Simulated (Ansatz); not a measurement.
## Match the barriers

Saddle point of SiHF3, singlet (SiF₂ + HF → SiHF₃ ([F][SiH]([F])[F]); bonds formed: Si1–H4, Si1–F5; bonds broken: H4–F5), PBE0-D4/def2-TZVP structure:

Si1  (0.139, -0.503, 0.143)
F2  (1.488, -0.375, -0.681)
F3  (-0.897, -1.094, -0.903)
H4  (-0.316, 0.673, 1.213)
F5  (-0.413, 1.301, 0.227)
(Å)

Ansatz 0.2.0; basis: def2-TZVPP, with def2-QZVPP for the basis limit; cores frozen in the correlated methods. B3LYP uses VWN-RPA correlation. Extrapolation: Hartree–Fock as exp(−7.88 √X), correlation as X^−2.97. Four methods, as single points on the PBE0-D4 structures, gave these electronic barriers from the start structure: 14.76, 20.98, 25.73, 36.46 kcal/mol.

(1) The methods were, in alphabetical order, B3LYP-D4, BHLYP-D4, HF, PBE-D4. Which gave which? (Judge from chemistry; the calculation decides.)

No T1 diagnostic of these runs exceeds 0.015. The restricted Hartree–Fock reference is unstable towards an unrestricted one at one or more of these structures. The start structure is not quite a true minimum (one mode of 59i cm⁻¹).

Answers

(1) Computed: PBE-D4 14.76; B3LYP-D4 20.98; BHLYP-D4 25.73; HF 36.46 kcal/mol. For comparison, CCSD(T) at an estimated basis limit (MP2 extrapolated from triple and quadruple zeta, plus CCSD(T) − MP2 in triple zeta) gives 22.75 kcal/mol.

Losses and insertions of silylenes and their heavier kin drive the gas-phase chemistry of silicon and germanium vapour deposition.

Labels in which every atom is bracketed show which atoms are joined, not bond orders.

For scale, one of the runs: CCSD(T)/def2-TZVPP, 149 basis functions (an equivalent command: `ansatz run in.yaml --threads 2`). The run took 11 s on 2 CPU threads (shared host), with 1.1 GiB of host memory at its peak.
